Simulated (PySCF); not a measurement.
SMILES [CH2]OB(OC)OC (C₃H₈BO₃), doublet (GFN2-xTB optimised geometry):

```
15

C      1.124    -1.123     0.339
O      0.292    -0.110     0.000
B     -1.088    -0.110     0.000
O     -1.898    -1.195    -0.049
C     -1.486    -2.530    -0.228
O     -1.732     1.084     0.000
C     -1.039     2.313     0.048
H      2.141    -0.983     0.020
H      0.901    -1.716     1.209
H     -2.141    -2.981    -0.975
H     -0.445    -2.595    -0.562
H     -1.593    -3.072     0.716
H     -1.755     3.072     0.363
H     -0.649     2.565    -0.942
H     -0.205     2.274     0.753
```

Computed with unrestricted B3LYP/def2-TZVP in PySCF.

### Question
What are the frontier orbital energies (α orbitals alone; a β orbital can be the lowest empty one) and the dipole moment?

### Answer
HOMO-2 -8.53 eV, HOMO-1 -7.81 eV, HOMO -5.37 eV, LUMO 0.66 eV, LUMO+1 1.23 eV; dipole moment 1.85 D.

Meta-Löwdin charges at B3LYP/def2-TZVP: C1 -0.11, O2 -0.36, B3 0.57, O4 -0.39, C5 -0.11, O6 -0.40, C7 -0.10, H8 0.13, H9 0.11, H10 0.12, H11 0.11, H12 0.11, H13 0.12, H14 0.11, H15 0.11.
